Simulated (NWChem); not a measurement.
System: C$_{7}$H$_{7}$, doublet; SMILES [C]1=CC2C=CC1C2

Here is an NWChem input.

```
start job
memory heap 200 mb stack 900 mb global 1100 mb
geometry units angstroms
  C      1.078020    -0.676375     0.730759
  C      1.445587    -0.150987    -0.409827
  C      0.241826     0.729714    -0.831295
  C     -0.888289    -0.241793    -1.122218
  C     -1.215773    -0.824296     0.023108
  C     -0.316336    -0.239896     1.101688
  C     -0.205017     1.206144     0.566879
  H      2.334207    -0.263916    -0.994615
  H      0.458713     1.479351    -1.587145
  H     -1.283535    -0.415083    -2.104865
  H     -1.939376    -1.594652     0.207623
  H     -0.626751    -0.386572     2.130819
  H      0.547688     1.800288     1.083327
  H     -1.159405     1.733884     0.560668
end
basis spherical
  * library def2-svp
end
dft
  odft
  mult 2
  xc xpbe96 cpbe96
  disp vdw 4
  iterations 150
end
driver
  maxiter 120
end
task dft optimize
```

Not confirmed as a minimum by frequencies.

The level has its own optimisation. Brackets give each atom's bonded neighbours.

Question: Predict the main results of this run. (PBE-D3(BJ)/def2-SVP, spin-unrestricted.) Quantities: r C–C [C(CC)–C(CCH)] (Å); r C–C [C(CC)–C(CCCH)] (Å); r C–H [C(CCH)–H(C)] (Å); r C–H [C(CCCH)–H(C)] (Å); dipole (D).

Answer: 
| Item | Value |
|---|---|
| r C–C [C(CC)–C(CCH)] (Å) | 1.336 |
| r C–C [C(CC)–C(CCCH)] (Å) | 1.529 |
| r C–H [C(CCH)–H(C)] (Å) | 1.098 |
| r C–H [C(CCCH)–H(C)] (Å) | 1.106 |
| dipole (D) | 1.03 |
